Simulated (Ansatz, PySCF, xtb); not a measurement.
Complex: SiH4 (SMILES [SiH4]) (first 5 atoms) with CH2O2 (SMILES O=CO); geometry from B3LYP-D3(BJ)/def2-TZVP, rigid monomers moved along the line of their centres of mass till H4···H10 is 2.19 Å.
(charge 0, multiplicity 1):
```xyz
10

Si     0.107    -0.319     0.642
H     -0.275    -0.531    -0.774
H      0.686    -1.559     1.192
H     -1.143     0.010     1.380
H      1.045     0.815     0.741
O      0.921     0.198     4.011
C      0.048     0.483     4.783
O     -1.246     0.624     4.470
H      0.196     0.666     5.855
H     -1.345     0.456     3.515
```

Interaction energies are E(AB) − E(A) − E(B) at the monomers' geometry in the complex; basis-set methods are counterpoise corrected. Rows marked so take none.

Frozen-core correlation. Rows in 6-311+G**, 6-31G* carry no dispersion term and start afresh at each structure (6-31G* with six Cartesian d functions). MP2/6-31G* freezes PySCF's default core.

Codes used: Ansatz (a program for electronic structure); PySCF for 6-311+G** rows, 6-31G* rows, the dispersion terms; xtb for the GFN methods. Each number belongs to the level named beside it.

```csv
level,interaction energy (kcal/mol)
GFN-FF,-0.95
GFN1-xTB,-4.53
HF/6-31G*,-0.64
HF/6-31G* (no counterpoise),-1.72
B3LYP/6-311+G** (no counterpoise),-0.96
B3LYP-D4/def2-TZVPPD,-2.35
wB97X-V/def2-TZVPPD,-2.36
MP2/6-31G* (no counterpoise),-3.01
MP2/aug-cc-pV(D+d)Z,(withheld)
```

Task: What belongs in the gaps?

Result: 
- MP2/aug-cc-pV(D+d)Z, interaction energy (kcal/mol): -1.98
